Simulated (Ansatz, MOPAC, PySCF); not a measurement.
Pair of molecules: HCl (SMILES Cl) (first 2 atoms) with ClH3Si (SMILES [SiH3]Cl); geometry from B3LYP-D3(BJ)/def2-TZVP, rigid monomers moved along the line of their centres of mass till H2···Cl4 is 2.84 Å.
(charge 0, multiplicity 1):
```xyz
7

Cl     0.1814     0.4272    -0.0816
H     -0.0892    -0.4557     0.8177
Si     0.0035     0.5626     4.1825
Cl    -0.4477    -1.3467     3.4851
H     -0.0912     0.5233     5.6537
H     -0.9813     1.4976     3.6114
H      1.3718     0.8920     3.7469
```

Monomers are frozen at their geometry in the pair; levels with a basis set take the counterpoise correction. Rows marked so take none.

Cores are frozen in the correlated methods. CBS(a, b) extrapolates the correlation energy as X⁻³ and adds the Hartree–Fock energy of set b. Rows in 3-21G, 6-31G*, STO-3G carry no dispersion term and start afresh at each structure (6-31G* with six Cartesian d functions). The state reached by AM1, PM3, PM6 isn't checked.

Codes used: Ansatz (a first-principles code) with Gaussian orbitals; MOPAC for AM1, PM3, PM6 (differences of heats of formation); PySCF for 3-21G rows, 6-31G* rows, STO-3G rows, the dispersion terms. Each number belongs to the level named beside it.

Other levels give for the interaction energy: PBE/def2-TZVPPD -1.69; B3LYP/def2-TZVPPD -1.00; B3LYP-D3(BJ)/def2-TZVPPD -2.58; wB97M-V/def2-TZVPPD -2.17; MP2/CBS(aug-cc-pV(D+d)Z, aug-cc-pV(T+d)Z) + ΔCCSD(T)/aug-cc-pV(D+d)Z -2.23 kcal/mol.

Question: What do these common cheap choices give for the same quantity: AM1, PM3, PM6, HF/STO-3G (no counterpoise), BP86/6-31G* (no counterpoise), B3LYP/3-21G (no counterpoise), B3LYP/6-31G*, B3LYP/6-31G* (no counterpoise)?

Answer: AM1 -0.77; PM3 -1.50; PM6 -1.38; HF/STO-3G (no counterpoise) -1.69; BP86/6-31G* (no counterpoise) -1.39; B3LYP/3-21G (no counterpoise) -2.83; B3LYP/6-31G* -1.27; B3LYP/6-31G* (no counterpoise) -1.68 kcal/mol. They span -2.83 to -0.77 kcal/mol.
